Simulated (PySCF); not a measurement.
**O+ (oxygen, charge +1) across methods**

[He] 2s2 2p3, high-spin 4S determinant. All numbers are calculated (PySCF 2.14, the non-relativistic Hamiltonian (point nucleus), in dyall-acv3z (15s9p4d2f, 76 functions)).

```json
{"method": "UHF", "E (hartree)": "-74.37698", "mean ε 2s α (eV)": "-56.370", "mean ε 2s β (eV)": "-41.653", "mean ε 2p α (eV)": "-36.213", "Σ⟨r²⟩ (bohr²)": "7.334", "⟨S²⟩": "3.756"}
{"method": "PBE0", "E (hartree)": "-74.5139", "mean ε 2s α (eV)": "-45.387", "mean ε 2s β (eV)": "-37.595", "mean ε 2p α (eV)": "-28.979", "Σ⟨r²⟩ (bohr²)": "7.417", "⟨S²⟩": "3.752"}
{"method": "r2SCAN", "E (hartree)": "-74.5591", "mean ε 2s α (eV)": "-43.515", "mean ε 2s β (eV)": "-35.681", "mean ε 2p α (eV)": "-27.301", "Σ⟨r²⟩ (bohr²)": "7.387", "⟨S²⟩": "3.753"}
{"method": "MN15", "E (hartree)": "-74.5632", "mean ε 2s α (eV)": "-44.914", "mean ε 2s β (eV)": "-38.731", "mean ε 2p α (eV)": "-29.669", "Σ⟨r²⟩ (bohr²)": "7.437", "⟨S²⟩": "3.750"}
{"method": "LDA", "E (hartree)": "-74.0166", "mean ε 2s α (eV)": "-41.165", "mean ε 2s β (eV)": "-35.583", "mean ε 2p α (eV)": "-26.449", "Σ⟨r²⟩ (bohr²)": "7.506", "⟨S²⟩": "3.752"}
{"method": "CAM-B3LYP", "E (hartree)": "-74.5596", "mean ε 2s α (eV)": "-46.582", "mean ε 2s β (eV)": "-39.488", "mean ε 2p α (eV)": "-30.436", "Σ⟨r²⟩ (bohr²)": "7.461", "⟨S²⟩": "3.752"}
{"method": "PBE", "E (hartree)": "-74.4981", "mean ε 2s α (eV)": "-41.520", "mean ε 2s β (eV)": "-35.638", "mean ε 2p α (eV)": "-26.369", "Σ⟨r²⟩ (bohr²)": "7.477", "⟨S²⟩": "3.752"}
{"method": "M06", "E (hartree)": "-74.5610", "mean ε 2s α (eV)": "-45.173", "mean ε 2s β (eV)": "-37.842", "mean ε 2p α (eV)": "-28.839", "Σ⟨r²⟩ (bohr²)": "7.362", "⟨S²⟩": "3.753"}
```

(1) Estimate the same row for B97-3.

## Answers

(1) E (hartree) = -74.5664; mean ε 2s α (eV) = -45.543; mean ε 2s β (eV) = -38.003; mean ε 2p α (eV) = -29.042; Σ⟨r²⟩ (bohr²) = 7.384; ⟨S²⟩ = 3.753.
